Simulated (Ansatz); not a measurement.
Gas-phase electronic energies from Ansatz, PBE0-D4/def2-TZVP geometries. CBS: MP2 limit from def2 TZ/QZ plus the TZ coupled-cluster correction, frozen cores. This one scheme is used for every species. Functionals use def2-TZVPP. def2 core potentials past Kr. For Sn outer-core shells are correlated without core-valence functions, which leaves a few kJ/mol of doubt a bond. Each species was taken in one conformer, which may not be the lowest.

Reaction (ligand exchange at the Sn–N bond): `[NH2][SnH2][Cl]` + H₂S → `[SH][SnH2][Cl]` + NH₃

`[NH2][SnH2][Cl]`:

Cartesian coordinates in Å:
```
N 0.955 -0.859 -0.327
Sn -0.716 0.168 0.106
Cl -0.203 2.379 0.709
H 1.594 -0.950 0.452
H 1.473 -0.487 -1.113
H -1.440 -0.530 1.473
H -1.662 0.279 -1.299
```

H₂S:

```xyz
3

S     0.385    0.333   -0.353
H    -0.355   -0.765   -0.565
H    -0.030    0.432    0.919
```

`[SH][SnH2][Cl]`:

```xyz
6

S     1.795   -0.130    0.649
Sn   -0.331   -0.175   -0.431
Cl   -1.177    1.996   -0.533
H     1.260    0.052    1.868
H    -1.464   -1.056    0.478
H    -0.084   -0.686   -2.031
```

NH₃:

Z-matrix (Å, degrees):
```
N
H 1 1.013
H 1 1.013 2 107.1
H 1 1.013 2 107.1 3 -114.5
```

```
 level  ΔE (eV)
PBE-D4    -0.65
r2SCAN    -0.64
```

(1) What does CCSD(T)/CBS give? (An estimate is asked.)

Largest T1 diagnostic among the species: 0.012.

## Answers

(1) Computed: -0.62 eV. The listed levels differ from it by -0.03, -0.02 eV.
